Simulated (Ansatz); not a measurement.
Worked example: HF + Si(CH3)(OH)3 → HOF + SiH(CH3)(OH)2

Species: HF (hydrogen fluoride), singlet; Si(CH3)(OH)3, singlet; HOF (hypofluorous acid) `OF`, singlet; SiH(CH3)(OH)2, singlet. The partners trade H for OH: F–H and Si–OH bonds give way to F–OH and Si–H.

Shapes, held fixed at every level: PBE0-D4/def2-TZVP. Flexible molecules stand in one conformer, not always the lowest. Programs: Ansatz 0.2.0. The zero-point and thermal change to 298 K, harmonic and unscaled (PBE0-D4/def2-TZVP), is -5.5 kJ/mol.

At CCSD(T)/CBS estimate; 1 Eh = 2625.50 kJ/mol:

| species | energy (Eh) |
| --- | --- |
| HF | -100.395703 |
| Si(CH3)(OH)3 | -556.451854 |
| HOF | -175.427747 |
| SiH(CH3)(OH)2 | -481.210218 |

Q: Work out ΔH(298 K) of the reaction at this level.

A: 
1. Products less reactants: (-175.427747) + (-481.210218) − [(-100.395703) + (-556.451854)] = 0.209592 Eh = +550.3 kJ/mol.
2. With the thermal change: +550.3 + (-5.5) = +544.8 kJ/mol.

Other levels give +494.9 (CCSD(T)/def2-SVP) to +563.2 kJ/mol (MP2/def2-TZVPP). No measured value is set beside it here. The CBS estimate extrapolates MP2 from def2-TZVPP and def2-QZVPP and adds CCSD(T) − MP2 in the triple-zeta set, cores frozen. The median of the other levels is +530.1 kJ/mol.
